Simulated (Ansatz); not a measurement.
Li5Si⁻. Total charge -1; triplet. Geometry PBE-D4/def2-TZVP, that of the neutral doublet; atoms count from 1.

| atom | x (Å) | y (Å) | z (Å) |
| --- | --- | --- | --- |
| Li1 | 0.8609 | 1.6191 | 0.3667 |
| Li2 | -0.8540 | 0.5859 | -2.1767 |
| Li3 | 0.5825 | -1.1301 | 2.0316 |
| Li4 | -2.1594 | 0.5748 | 0.9113 |
| Li5 | 1.8604 | -1.1263 | -1.0095 |
| Si6 | -0.2904 | -0.5233 | -0.1234 |

The highest occupied level of the charge -1 triplet lies above zero (up to 0.41 eV). By energy differences its removal costs 0.44 eV (vertical, to the charge 0 doublet, at PBE0-D4/def2-TZVPD); a positive level beside a positive removal energy at the same level points to self-interaction error. At PBE0-D4/def2-TZVPD a singlet of charge -1 lies 0.31 eV below the triplet at the same geometry. The structure comes from a short search, and lower isomers may exist.

Q: Estimate the Mulliken populations from the PBE0/def2-TZVPD orbitals of Ansatz.

A: 
```
atom  charge (e)  spin (α − β)
 Li1        0.37          0.14
 Li2        0.19          0.46
 Li3        0.20          0.46
 Li4        0.19          0.46
 Li5        0.20          0.46
 Si6       -2.15          0.02
```
Mulliken values and Mayer orders depend strongly on the basis. With diffuse functions, as here, like atoms can get unlike values, and bond orders can come out too low or too high.

Q: Where does the spin sit?

A: Summed by element: Li 1.98, Si 0.02, of 2 unpaired in all. Largest on single atoms: Li5 0.46, Li3 0.46, Li4 0.46.

Q: And the Mayer bond orders between bonded heavy atoms (over 0.3)?

A: Li1–Si6 0.51 (2.48 Å); Li2–Si6 0.50 (2.40 Å); Li3–Si6 0.47 (2.40 Å); Li4–Si6 0.50 (2.40 Å); Li5–Si6 0.47 (2.40 Å). Values over 0.3 also appear between atoms too far apart for a bond (Li2–Li5 0.30 at 3.41 Å; Li3–Li4 0.30 at 3.42 Å); they arise where an orbital or an unpaired electron spreads over both atoms.
